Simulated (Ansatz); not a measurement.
C2H4F2Sn. Total charge 0; spin multiplicity 1. Correlated methods include outer-core shells of Sn, which these sets cover unevenly. Sn: def2 effective core potential. The bonds changed during the relaxation, so this is another structure than the one it started from.

```xyz
9

F     2.289    0.805   -0.689
Sn    1.792   -0.895    0.126
F     1.445   -0.160    1.898
C    -0.709    0.659   -0.353
C    -1.127   -0.580   -0.096
H    -0.412    1.330    0.446
H    -0.632    1.038   -1.365
H    -1.432   -1.255   -0.890
H    -1.215   -0.943    0.923
```

Q: Give the diagnostics of a CCSD(T)/def2-TZVPP run (frozen core, Ansatz). (Estimate.)

A: The calculation gave: T1 = 0.0154, largest single amplitude 0.032, largest double 0.052, (T) share of the correlation energy 3.3 %, 12 CCSD cycles. The RHF solution is stable towards an unrestricted one. T1 lies under the customary mark of 0.02 for closed shells.
